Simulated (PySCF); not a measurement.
C$_{2}$H$_{3}$BBrF (SMILES C=CB(F)Br), singlet, geometry from GFN2-xTB; PySCF with DF-PBE/def2-SVP.

Input for PySCF:
```python
from pyscf import gto, scf, dft

mol = gto.M(
    atom='''
B    -0.28321843   -0.78858154    0.18994249
F    -0.62677852   -1.45078985    1.27685942
Br    0.27617200    0.98720115    0.44974316
C    -0.34675510   -1.45872183   -1.20248590
C    -0.01623830   -0.85456850   -2.34390060
H    -0.68354937   -2.48846828   -1.24425576
H    -0.07294673   -1.35332749   -3.29759601
H     0.32553529    0.16951391   -2.36228689
''',
    basis='def2-svp',
    verbose=4,
    max_memory=1800,
)

mf = dft.RKS(mol)
mf.xc = 'pbe'
mf = mf.density_fit(auxbasis='def2-universal-jkfit')
mf.kernel()
```

Q: What does PySCF print? Leave out banner, timings and long lists.

A: 
```
PySCF version 2.14.0

[INPUT] verbose = 4
[INPUT] num. atoms = 8
[INPUT] num. electrons = 64
[INPUT] charge = 0
[INPUT] spin (= nelec alpha-beta = 2S) = 0
[INPUT] symmetry False subgroup None
[INPUT] Mole.unit = angstrom
[INPUT] Symbol           X                Y                Z      unit          X                Y                Z       unit  Magmom
[INPUT]  1 B     -0.283218430000  -0.788581540000   0.189942490000 AA   -0.535205266129  -1.490203137488   0.358939285518 Bohr   0.0
[INPUT]  2 F     -0.626778520000  -1.450789850000   1.276859420000 AA   -1.184439743560  -2.741595480799   2.412914603371 Bohr   0.0
[INPUT]  3 Br     0.276172000000   0.987201150000   0.449743160000 AA    0.521889443273   1.865539803356   0.849891398796 Bohr   0.0
[INPUT]  4 C     -0.346755100000  -1.458721830000  -1.202485900000 AA   -0.655272171296  -2.756584750624  -2.272369019651 Bohr   0.0
[INPUT]  5 C     -0.016238300000  -0.854568500000  -2.343900600000 AA   -0.030685939729  -1.614900419680  -4.429330197204 Bohr   0.0
[INPUT]  6 H     -0.683549370000  -2.488468280000  -1.244255760000 AA   -1.291721101919  -4.702523518867  -2.351302615313 Bohr   0.0
[INPUT]  7 H     -0.072946730000  -1.353327490000  -3.297596010000 AA   -0.137849341383  -2.557418312945  -6.231553328359 Bohr   0.0
[INPUT]  8 H      0.325535290000   0.169513910000  -2.362286890000 AA    0.615172541981   0.320334864204  -4.464075249751 Bohr   0.0

nuclear repulsion = 284.253168710979
number of shells = 45
number of NR pGTOs = 191
number of NR cGTOs = 103
basis = def2-svp
ecp = {}

******** <class 'pyscf.df.df_jk.DFRKS'> ********
method = DFRKS
initial guess = minao
damping factor = 0
level_shift factor = 0
DIIS = <class 'pyscf.scf.diis.CDIIS'>
diis_start_cycle = 1
diis_space = 8
diis_damp = 0
SCF conv_tol = 1e-09
SCF conv_tol_grad = None
SCF max_cycles = 50
direct_scf = False
XC library pyscf.dft.libxc version 7.1.2
    S. Lehtola, C. Steigemann, M. J. T. Oliveira, and M. A. L. Marques,  SoftwareX 7, 1–5 (2018)
XC functionals = pbe
    J. P. Perdew, K. Burke, and M. Ernzerhof,  Phys. Rev. Lett. 77, 3865 (1996)
    J. P. Perdew, K. Burke, and M. Ernzerhof,  Phys. Rev. Lett. 78, 1396 (1997)
    J. P. Perdew, K. Burke, and M. Ernzerhof,  Phys. Rev. Lett. 77, 3865 (1996)
    J. P. Perdew, K. Burke, and M. Ernzerhof,  Phys. Rev. Lett. 78, 1396 (1997)
radial grids:
    Treutler-Ahlrichs [JCP 102, 346 (1995); DOI:10.1063/1.469408] (M4) radial grids

becke partition: Becke, JCP 88, 2547 (1988); DOI:10.1063/1.454033
pruning grids: <function nwchem_prune>
grids dens level: 3
symmetrized grids: False
atomic radii adjust function: <function treutler_atomic_radii_adjust>
small_rho_cutoff = 0
Set gradient conv threshold to 3.16228e-05
Initial guess from minao.
tot grids = 106392
init E= -2775.17080340702
  HOMO = -0.308312002236295  LUMO = -0.1496730929956  gap/eV = 4.31678
cycle= 1 E= -2775.7914621126  delta_E= -0.621  |g|= 0.546  |ddm|= 3.14
  HOMO = -0.202723575354996  LUMO = -0.0548797994556018  gap/eV = 4.02303
cycle= 2 E= -2775.65942504532  delta_E= 0.132  |g|= 1.01  |ddm|= 1.46
  HOMO = -0.246715641272368  LUMO = -0.0881209334754178  gap/eV = 4.31558
cycle= 3 E= -2775.84635856387  delta_E= -0.187  |g|= 0.16  |ddm|= 1.03
  HOMO = -0.258886977076673  LUMO = -0.0991677745841382  gap/eV = 4.34618
cycle= 4 E= -2775.85190848482  delta_E= -0.00555  |g|= 0.0441  |ddm|= 0.191
  HOMO = -0.26249764673869  LUMO = -0.0980898667529297  gap/eV = 4.47376
cycle= 5 E= -2775.8522696722  delta_E= -0.000361  |g|= 0.0232  |ddm|= 0.0599
  HOMO = -0.261516784208396  LUMO = -0.0978868994964688  gap/eV = 4.45260
cycle= 6 E= -2775.85240965201  delta_E= -0.00014  |g|= 0.00854  |ddm|= 0.0276
  HOMO = -0.260778209957298  LUMO = -0.0978331142976452  gap/eV = 4.43396
cycle= 7 E= -2775.85242978238  delta_E= -2.01e-05  |g|= 0.00167  |ddm|= 0.00928
  HOMO = -0.261021870867239  LUMO = -0.0978512693938578  gap/eV = 4.44010
cycle= 8 E= -2775.85243029992  delta_E= -5.18e-07  |g|= 0.000304  |ddm|= 0.00215
  HOMO = -0.260998621936609  LUMO = -0.0978601783565125  gap/eV = 4.43922
cycle= 9 E= -2775.85243031612  delta_E= -1.62e-08  |g|= 0.000115  |ddm|= 0.000448
  HOMO = -0.261004579214862  LUMO = -0.0978513543384554  gap/eV = 4.43963
cycle= 10 E= -2775.85243032006  delta_E= -3.94e-09  |g|= 1.71e-05  |ddm|= 0.000158
  HOMO = -0.261004165390058  LUMO = -0.0978541814629255  gap/eV = 4.43954
cycle= 11 E= -2775.85243032018  delta_E= -1.21e-10  |g|= 5.93e-06  |ddm|= 3.03e-05
  HOMO = -0.261004021813969  LUMO = -0.0978531063296963  gap/eV = 4.43956
Extra cycle  E= -2775.85243032016  delta_E= 1.77e-11  |g|= 8.44e-06  |ddm|= 1.56e-05
converged SCF energy = -2775.85243032016
```
